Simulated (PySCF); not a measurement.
Isomers of C4H12AlN. Level of theory: PySCF, TDDFT wB97X-D/def2-SVPD, vertical, gas phase, core orbitals frozen in the response. Geometries: PBE0-D3(BJ)/def2-SVP; one conformer of each isolated species. Triplets are in the Tamm–Dancoff approximation.

A. `C/C=C/[CH2][AlH2-][NH3+]`
B. `C[N@H+]([AlH3-])C1CC1`
C. `CCC[N](C)[AlH2]`
D. `C/C=C\[CH2][AlH2-][NH3+]`

Lowest singlet levels (six at most, fewer where fewer were computed) with oscillator strengths:

1. 5.08 eV (f 0.110); 6.02 eV (f 0.007); 6.09 eV (f 0.001); 6.75 eV (f 0.031); 7.12 eV (f 0.008); 7.17 eV (f 0.041); T1 4.28 eV
2. 5.64 eV (f 0.030); 5.87 eV (f 0.314); 6.48 eV (f 0.038); 6.67 eV (f 0.028); 6.72 eV (f 0.004); 6.88 eV (f 0.002); T1 4.03 eV
3. 5.68 eV (f 0.017); 6.00 eV (f 0.318); 6.46 eV (f 0.031); 6.66 eV (f 0.035); 6.75 eV (f 0.053); 7.08 eV (f 0.019); T1 4.11 eV
4. 6.70 eV (f 0.009); 6.88 eV (f 0.027); 7.39 eV (f 0.045); 7.48 eV (f 0.113); 7.68 eV (f 0.041); 7.76 eV (f 0.039); T1 6.43 eV

Question: Which spectrum belongs to which structure?

Answer: 1 = C, 2 = A, 3 = D, 4 = B.
- A: S1 at 5.64 eV, HOMO→LUMO (75%), HOMO→LUMO+1 (16%); Löwdin shares by element: HOMO carbon 65% or more, aluminium 10% (atoms not listed hold the other 25%); LUMO aluminium 37%, hydrogen 27% or more, nitrogen 12% (atoms not listed hold the other 24%); HOMO -7.89 and LUMO 1.41 eV.
- B: S1 at 6.70 eV, HOMO→LUMO (44%), HOMO→LUMO+1 (31%), HOMO→LUMO+2 (12%); Löwdin shares by element: HOMO hydrogen 55% or more, aluminium 37%; LUMO aluminium 27%, carbon 17% or more, hydrogen 13% or more (atoms not listed hold the other 43%); HOMO -9.19 and LUMO 1.72 eV.
- C: S1 at 5.08 eV, HOMO→LUMO (98%); Löwdin shares by element: HOMO nitrogen 55%, carbon 20% or more, aluminium 8% (atoms not listed hold the other 17%); LUMO aluminium 58%, hydrogen 21% or more, nitrogen 9%; HOMO -8.23 and LUMO 0.88 eV.
- D: S1 at 5.68 eV, HOMO→LUMO (87%); Löwdin shares by element: HOMO carbon 66% or more, aluminium 10% (atoms not listed hold the other 24%); LUMO aluminium 35%, hydrogen 26% or more, nitrogen 11% (atoms not listed hold the other 29%); HOMO -7.93 and LUMO 1.39 eV.
A and D have S1 within 0.04 eV of each other; their strongest listed levels stand at 5.87 eV (f 0.314) and 6.00 eV (f 0.318).
